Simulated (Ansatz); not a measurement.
`C/C(O)=[CH]/[GaH2]` and `B/C=C(\C)O` differ in one element.

Ansatz, PBE0-D4/def2-TZVP geometries, multiplicity 1. Each molecule was computed in one conformer, which needn't be the lowest.

Scalar relativity is left out up to krypton.

```csv
property,`C/C(O)=[CH]/[GaH2]`
HOMO energy (ωB97M-V/def2-TZVPP) / eV,-9.04
LUMO energy (PBE/def2-TZVPP) / eV,-2.39
LUMO energy (ωB97M-V/def2-TZVPP) / eV,0.10
HOMO energy (B3LYP/def2-TZVPP) / eV,-6.67
size of the dipole moment (ωB97M-V/def2-TZVPP) / D,0.78
HOMO energy (PBE/def2-TZVPP) / eV,-5.77
```

Problem. Give the same properties after the change, and the shifts. (Best estimate.)

Solution. Computed: 
```
                                          property  `B/C=C(\C)O`  shift
             HOMO energy (ωB97M-V/def2-TZVPP) / eV         -9.34  -0.30
                 LUMO energy (PBE/def2-TZVPP) / eV         -2.31   0.08
             LUMO energy (ωB97M-V/def2-TZVPP) / eV          0.56   0.46
               HOMO energy (B3LYP/def2-TZVPP) / eV         -6.98  -0.31
size of the dipole moment (ωB97M-V/def2-TZVPP) / D          3.72   2.94
                 HOMO energy (PBE/def2-TZVPP) / eV         -6.15  -0.38
```

With PBE0 the HOMO falls by 0.32 eV and the LUMO rises by 0.22 eV, so the gap widens by about 0.54 eV. PBE moves the HOMO by -0.38 eV and ωB97M-V by -0.30 eV. Dipoles are sizes alone; their direction can turn.

B3LYP here is the variant with VWN-RPA as its local correlation; programs differ in this.
